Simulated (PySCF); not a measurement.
Cost against size for one kind of job: PySCF 2.14.0, density-fitted response routines, GIAO PBE0/pcSseg-1 NMR shielding, non-relativistic, gas phase; work: shieldings, ring-centre shieldings, charges and field gradients. Hardware: one thread of an Arm Neoverse V1 (shared host). The host was shared with other jobs, so the times are rough.

```csv
species (SMILES),atoms,electrons,basis functions,SCF cycles,wall time
C#Cc1nncn1C,13,56,161,15,?
Fc1cccc(Cl)c1,12,66,163,14,22 s
CC(=O)c1cnn([SiH3])n1,16,74,195,15,?
CB1OBOB(O[SiH3])O1,16,74,195,14,30 s
C#C[Si@@H]([SiH2]C)[C@@H]1C[C@@H]1C,23,84,237,14,93 s
CCC[C@H]1CCCCS1,25,80,240,14,?
```

Question: Estimate the withheld figures.

Answer: `C#Cc1nncn1C`: 17 s; `CC(=O)c1cnn([SiH3])n1`: 29 s; `CCC[C@H]1CCCCS1`: 54 s.

Question: Which species took longest, and how many times the shortest run?

Answer: `C#C[Si@@H]([SiH2]C)[C@@H]1C[C@@H]1C`, at 93 s: about 5.5 times the shortest (17 s).
